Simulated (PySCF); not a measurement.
**How methods differ on the excitation energy of Rh**

Rh [Kr] 4d8 5s1 (4F) → Rh [Kr] 4d8 5p1 (high-spin determinant), as a difference of total energies. Computed with PySCF 2.14 in def2-TZVPPD with the def2 core potential (28 electrons), with scalar relativity through the core potential. Correlated levels: valence: 4s2 4p6 frozen; valence and next inner shell: nothing frozen outside the core potential. The calculations carry no spin-orbit coupling.

| method | excitation energy (eV) |
| --- | --- |
| UHF | 3.070 |
| LDA | 3.895 |
| PBE | 3.714 |
| PBE0 | 3.591 |
| r2SCAN | 3.729 |
| B3LYP | 3.660 |
| M06-2X | 3.420 |
| M06 | 3.655 |
| PBEsol | 3.779 |
| MP2 (valence) | 3.561 |
| SCS-MP2 (valence) | 3.455 |
| MP2 (valence and next inner shell) | 3.702 |
| SCS-MP2 (valence and next inner shell) | 3.573 |

Q: How much does correlation contribute at MP2 (valence and next inner shell)?

A: 3.702 − (3.070) = 0.632 eV, measured against UHF.

The determinant of the upper state mixes LS terms, which raises its energy above the lowest term, most at the Hartree-Fock and MP2 levels.
